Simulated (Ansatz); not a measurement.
A nudged elastic band was laid between two geometries of ClH + FGeH3 (7 atoms, charge 0, multiplicity 1).

Theory: RKS PBE-D4/def2-SVP in Ansatz 0.2.0.

```
movable images  : 5
climbing image  : yes
spring          : 5.0 eV/Å²
optimiser       : quadratic models (default)
start path      : through a guess of the saddle point
force threshold : 0.05 eV/Å
iteration limit : 60
end points      : relaxed
```

Image 0:

```xyz
7
Properties=species:S:1:pos:R:3
Ge 0.222 0.000 -0.162
F 0.042 0.000 1.620
H 1.753 0.000 -0.381
H -0.454 1.295 -0.662
H -0.454 -1.295 -0.662
Cl -2.983 0.000 1.543
H -1.715 0.000 1.896
```

Image 6:

```xyz
7
Properties=species:S:1:pos:R:3
Ge -0.407 0.000 -0.526
F 0.051 -0.002 2.842
H 0.786 0.000 0.446
H -0.505 1.279 -1.386
H -0.504 -1.279 -1.387
Cl -2.208 -0.001 0.760
H -0.803 0.002 2.441
```

(1) Which bonds break or form, and what moves?

(2) Give the energies along the band, and the barrier.

(3) What is the geometry of the highest image?

The band took 8 iterations and of the order of 90 core-seconds.

Results:

(1) Bonds broken: Ge1–F2, Cl6–H7. Bonds formed: Ge1–Cl6, F2–H7. ClH + FGeH3 becomes ClGeH3 + FH.

(2) It converged. The highest image is number 3 of 0 to 6, 75.0 kJ/mol above the first end and 76.0 kJ/mol above the last; the last end lies 1.0 kJ/mol below the first. A vibrational analysis at the climbing image gives 2 clearly imaginary modes (268i, 72i cm⁻¹): a point of higher order, so a lower path passes nearby. The orbitals stay closed-shell, which can raise the energy where a bond breaks towards radicals; this wasn't checked here.

```tsv
image	path coordinate (Å)	energy (kJ/mol)	Ge1–F2 (Å)	Cl6–H7 (Å)	Ge1–Cl6 (Å)
0	0.00	0.0	1.79	1.32	3.63
1	0.45	8.1	1.81	1.33	3.20
2	0.90	44.7	1.90	1.42	2.83
3	1.35	75.0	2.12	1.67	2.56
4	1.89	50.1	2.53	1.87	2.34
5	2.43	13.6	2.96	2.00	2.24
6	2.96	-1.0	3.40	2.19	2.21
```

(3) 
```xyz
7
Properties=species:S:1:pos:R:3
Ge -0.192 0.000 -0.150
F -0.010 0.000 1.959
H 1.359 0.000 -0.006
H -0.611 1.325 -0.825
H -0.611 -1.325 -0.825
Cl -2.449 0.000 1.049
H -1.075 0.000 1.990
```

Time of the run: 49 s on 2 threads of Arm Neoverse V1 (shared host), peak memory 0.12 GiB.
